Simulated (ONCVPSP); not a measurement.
**lanthanum (La): ONCV pseudisation with PBE, scalar-relativistic reference atom.**

lanthanum (La), optimised norm-conserving Vanderbilt (ONCV), made with ONCVPSP 4.0.1 (PBE, scalar-relativistic). Core [Kr] 4d10, reference 5s2 5p6 5d1 6s1 6p1. Waves: 5s+6s: rc 2.35 bohr, ncon 4, nbas 9, qcut 5.7 1/bohr, 2 projectors; 5p+6p: rc 2.70 bohr, ncon 4, nbas 7, qcut 5.4 1/bohr, 3 projectors, debl 1.1 Ha; 5d: rc 2.65 bohr, ncon 3, nbas 8, qcut 3.5 1/bohr, 2 projectors, debl 3.3 Ha; f scattering state at 0.32 Ha: rc 2.60 bohr, ncon 4, nbas 9, qcut 5 1/bohr, 2 projectors, debl 2.5 Ha. Local part: polynomial inside 1.50 bohr (lpopt 1, dvloc0 0 Ha). Core correction: Teter function, fcfact 5.25, rcfact 1.15.

In the f channel the program set the typed energies aside and used -0.200, 2.300 Ha.

* Cutoffs needed: 10 Ha and 13 Ha (the cutoffs (Ha) at which the residual kinetic energy of the hardest occupied pseudo-wave falls to 1 and 0.1 mHa per electron) The cutoffs count occupied waves only; projector 2 of the f channel, the hardest unoccupied one, needs 65 Ha at the loose tolerance.
* Ghost test: no bound ghost flagged but for a GHOST(-) flag that falls on a real empty level of the atom; GHOST(+) flagged for s at 74.4 eV
* Largest excitation error: -6.0 meV (all-electron minus pseudo) for 5s2 5p6 5d2 6s0 6p0, out of 4 test configurations
* rms error of d²Exc/dni dnj: 1.84 mHa without and 0.40 mHa with the model core
